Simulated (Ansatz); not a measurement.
Ideal-gas functions of BClH4OSi, SMILES `[SiH3]OBCl` at 400 K and 1 bar, from an Ansatz frequency run at PBE0-D4/def2-TZVP.

Molar mass 94.38 g/mol, point group Cs (symmetry number 1), electronic degeneracy 1, moments of inertia 45.82, 211.542, 251.381 u Å². Harmonic wavenumbers (cm⁻¹, unscaled): 90, 102, 195, 431, 711, 719, 731, 806, 847, 947, 957, 961, 1119, 1386, 2250, 2257, 2267, 2675.

Use S(trans) = R[1.5 ln M + 2.5 ln T − 1.1517]; rotational temperatures θ = 24.2544 K / I; S(rot) = R[ln(√π/σ · √(T³/θAθBθC)) + 1.5]; for each mode x = 1.438777 ν̃/T, S = R[x/(eˣ − 1) − ln(1 − e⁻ˣ)] and H = RT x/(eˣ − 1); 1 cm⁻¹ = 0.0119627 kJ/mol; R = 8.31446 J/(mol·K).

Problem. By hand: the entropy, in J/(mol·K).

Solution. Translation 171.7. Rotation: θ = 0.5293, 0.1147, 0.0965 K, giving 113.3. Vibration, mode by mode: 17.73, 16.70, 11.43, 5.45, 2.46, 2.40, 2.32, 1.88, 1.67, 1.25, 1.22, 1.20, 0.76, 0.34, 0.02, 0.02, 0.02, 0.01, in all 66.9. Electronic 0.0. Sum 351.9 J/(mol·K).

Problem. By hand: H − E and G − E in kJ/mol, counted from the electronic energy.

Solution. Zero-point energy ½ × 19451 × 0.0119627 = 116.3; thermal vibration 13.9; translation, rotation and pV give 4 RT = 13.3. H − E = 143.5 kJ/mol, and G − E = 143.5 − 400 × 351.9/1000 = 2.7 kJ/mol.

Vibration gives 19 % of the entropy, 34.4 J/(mol·K) of it from the modes under 150 cm⁻¹: soft modes count most, and the harmonic formula is weakest for them. The sum counts one conformer and one mirror image; others add a mixing term.
